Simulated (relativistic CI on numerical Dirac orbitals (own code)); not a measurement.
Method of calculation: Dirac-Coulomb-Breit CI, separate exchange-only KLI orbitals for each configuration, model QED (radiative potential, 1s self-energy scaled to tabulated hydrogen-like ionisation energies), unscaled Slater integrals (own radial code, finite nucleus).

The strongest absorption lines from the ground level of an ion, among the configurations computed and to levels below about 3340 eV (vacuum wavelength in Å, gf): 3.7309 (0.049), 3.7494 (0.03), 4.2996 (0.11), 4.3429 (0.068), 6.0057 (0.35), 6.1768 (0.25), 48.295 (0.46), 106.37 (0.099).

(1) Which ion is it?
A. Gd LIV
B. Te XLII
C. Ba XLVI
D. Nd L

Results:

(1) D. Nd L has 11 electrons and the ground level 3s 2S_1/2; the strongest line goes to 3p 2P°_3/2. The pattern of lines fixes the number of electrons, and along that sequence the line energies rise steadily with the charge (about as its square where n changes within one kind of shell, about linearly where n is kept but much faster in heavy ions where fine structure, which grows about as Z⁴, sets the gap, and irregularly where shells cross), which fixes Z. Configurations outside the model, such as inner-shell arrays, can give stronger lines. At this charge energies of transitions that change n are usually good to better than 1 %, and those within a shell (Δn = 0) to a few per cent.
